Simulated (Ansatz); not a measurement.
Basis-set series for Cl₃In (`[Cl][In]([Cl])[Cl]`). Total charge 0; spin multiplicity 1. In takes the def2 core potential. All single points use the PBE0-D4/def2-TZVP geometry.

```json
{"functional": "PBE0-D4", "basis": "def2-SVP", "functions": "80", "energy (Eh)": "-1569.99776", "HOMO (eV)": "-9.28", "LUMO (eV)": "-2.77"}
{"functional": "PBE0-D4", "basis": "def2-TZVPP", "functions": "176", "energy (Eh)": "-1570.48477", "HOMO (eV)": "-9.46", "LUMO (eV)": "-2.89"}
{"functional": "ωB97M-V", "basis": "def2-SVP", "functions": "80", "energy (Eh)": "-1570.33726", "HOMO (eV)": "-11.48", "LUMO (eV)": "-0.68"}
{"functional": "ωB97M-V", "basis": "def2-TZVPP", "functions": "176", "energy (Eh)": "-1570.81848", "HOMO (eV)": "-11.74", "LUMO (eV)": "-0.91"}
```

(1) Give the rows for def2-QZVPP. (Estimate.)

Results:

(1) Ansatz gave: 
```json
{"functional": "PBE0-D4", "basis": "def2-QZVPP", "functions": "292", "energy (Eh)": "-1570.52671", "HOMO (eV)": "-9.48", "LUMO (eV)": "-2.93"}
{"functional": "ωB97M-V", "basis": "def2-QZVPP", "functions": "292", "energy (Eh)": "-1570.85846", "HOMO (eV)": "-11.78", "LUMO (eV)": "-1.02"}
```
